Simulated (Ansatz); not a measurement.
Basis-set extrapolation for C₂H₇NSi (`C[SiH]1CN1`) (PBE0-D4/def2-TZVP geometry, frozen core, Ansatz 0.2.0). Multiplicity 1, RHF reference.

```tsv
	def2-TZVPP	def2-QZVPP
HF	-423.227529	-423.243369
MP2 correlation	-0.680079	-0.725717
CCSD(T) correlation	-0.749603	not run
```

Energies in hartree. Use E(X) = E(∞) + A·exp(−7.88·√X) for Hartree–Fock and E(X) = E(∞) + B·X^(−2.97) for correlation, with X = 3 and 4, and add CCSD(T) minus MP2 of the smaller set to the MP2 limit.

**Question.** What is the CCSD(T) energy at the basis-set limit?

**Answer.** HF limit: -423.243369 + (-0.015840) × 0.13774 = -423.24555. MP2 limit: -0.725717 + (-0.045638) × 0.74074 = -0.75952. Higher-order term: -0.749603 − (-0.680079) = -0.06952. Total: -424.07459 hartree, 2.65 eV below CCSD(T)/def2-TZVPP.
